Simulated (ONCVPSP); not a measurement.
## C: one change to an ONCV potential, before and after

| Item | Value |
| --- | --- |
| Element | C |
| Generator | ONCVPSP 4.0.1 |
| Type | optimised norm-conserving Vanderbilt (ONCV) |
| Functional | PBE |
| Relativity | scalar-relativistic |
| Frozen core | [He] |
| Valence charge | 4 |
| Reference configuration | 2s2 2p1.5 (charge +0.5) |
| Partial waves | 2s: rc 1.25 bohr, ncon 4, nbas 7, qcut 5.1 1/bohr, 2 projectors, debl 3.8 Ha; 2p: rc 2.00 bohr, ncon 4, nbas 7, qcut 7.5 1/bohr, 1 projector |
| Local potential | polynomial inside 1.15 bohr (lpopt 5, dvloc0 6 Ha) |
| Core correction | none |

All-electron outer shells of the reference configuration (PBE, scalar-relativistic, ld1.x):

```tsv
shell	level (eV)	outermost node (bohr)	outermost maximum (bohr)
1s	-280.20	–	0.17
2s	-19.38	0.38	1.20
2p	-10.72	–	1.16
```

Change: s: qcut 3.3; p: qcut 4.8.

Cutoffs: the cutoffs (Ha) at which the residual kinetic energy of the hardest occupied pseudo-wave falls to 1 and 0.1 mHa per electron; they do not see the model core or the augmentation charge, which bear on the density cutoff. Errors are all-electron minus pseudo energies relative to the spin-unpolarised reference configuration.

**Question.** What does the change do?

**Answer.** The potential gets harder (30 Ha and 72 Ha → 63 Ha and 79 Ha); of the 4 tests that both files solve, the error grows in 4 and shrinks in 0 by more than 15 % and 0.3 meV (median size 11.9 → 27.0 meV); neither file shows a bound ghost.

```csv
quantity,base,changed
"cutoff, loose",30 Ha,63 Ha
"cutoff, tight",72 Ha,79 Ha
loose cutoff by channel,"s 30 Ha, p 16 Ha","s 63 Ha, p 12 Ha"
bound ghosts,none,none
GHOST(+) flags under 300 eV,none,none
"error for 2s2 2p2, meV [ΔE -3.96 eV]",+3.2,+6.2
"error for 2s2 2p1, meV [ΔE 6.90 eV]",+9.7,+18
"error for 2s2 2p0, meV [ΔE 31.05 eV]",+210,+354
"error for 2s1 2p2, meV [ΔE 15.65 eV]",-14,-36
s: phases at 1.27 bohr within 0.05 rad from the reference energy up to (Ha; the scan ends near 5),to the end of the scan,to the end of the scan
p: phases at 2.03 bohr within 0.05 rad from the reference energy up to (Ha; the scan ends near 5),0.8,0.6
```
